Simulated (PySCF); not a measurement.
Some computed properties have been withheld. Give your best values.

Compound: C₉H₇F.
SMILES: `CC#CC1=CC=C(F)C=C1`

```csv
property,level,value
"rotational constants A, B, C",PBE0-D3(BJ)/def2-SVP,?
dipole moment,CAM-B3LYP/def2-SVPD,2.03 D
HOMO energy,CAM-B3LYP/def2-SVPD,-7.72 eV
LUMO energy,CAM-B3LYP/def2-SVPD,?
lowest singlet excitation,TDDFT CAM-B3LYP/def2-SVPD,"5.04 eV (246 nm, f = 0.012)"
strongest line among the 10 lowest singlet transitions,TDDFT CAM-B3LYP/def2-SVPD,?
lowest triplet excitation (Tamm–Dancoff),TDA CAM-B3LYP/def2-SVPD,3.54 eV
static isotropic polarisability,CAM-B3LYP/def2-SVPD,?
vertical ionisation energy,ΔSCF CAM-B3LYP/def2-SVPD,?
electronic spatial extent ⟨r²⟩ about the centre of nuclear charge,CAM-B3LYP/def2-SVPD,?
13C chemical shifts (computed TMS as zero) by class,GIAO B97-2/pcSseg-1,"166.1 (1 C), 137.4 (2 C), 121.7 (1 C), 117.4 (2 C), 91.3 (1 C), 82.5 (1 C), 6.2 (1 C) ppm"
1H chemical shifts (computed TMS as zero) by class,GIAO B97-2/pcSseg-1,?
"isotropic shieldings of nuclei other than C and H, by class",GIAO B97-2/pcSseg-1,288 (1 F) ppm
```

Gas-phase values; electronic properties from PySCF, density fitting. Geometry: PBE0-D3(BJ)/def2-SVP; no solvent, vibrations or thermal averaging.

**Question.** The strongest line among the 10 lowest singlet transitions?

**Answer.** S2 at 5.24 eV (237 nm, f = 0.379).

**Question.** The LUMO energy?

**Answer.** 0.17 eV.

**Question.** What is the vertical ionisation energy?

**Answer.** 8.36 eV.

**Question.** What are the 1H chemical shifts (computed TMS as zero) by class?

**Answer.** 7.43 (2 H), 6.98 (2 H), 2.14 (3 H) ppm.

**Question.** The rotational constants A, B, C?

**Answer.** 5.482, 0.574, 0.521 GHz.

**Question.** Give the electronic spatial extent ⟨r²⟩ about the centre of nuclear charge.

**Answer.** 2023 bohr².

**Question.** The static isotropic polarisability?

**Answer.** 110.3 au.

The principal polarisabilities are 61.9, 98.1 and 170.9 au; their mean is the isotropic value. The rotational constants make it an asymmetric top with κ = (2B − A − C)/(A − C) = -0.98, nearer the prolate limit (−1). With B = h/(8π²I), that is 505.379 GHz u Å² over I, the principal moments of inertia are 92.2, 881.1 and 970.0 u Å² (most abundant isotopes). The polarisability is 16.35 Å³ as a volume (1 au = 0.148185 Å³), or 1.58 au for each of the 70 electrons. No computed singlet falls in the visible range (750 to 380 nm, 1.65 to 3.26 eV); S1 lies 1.78 eV above its blue end.
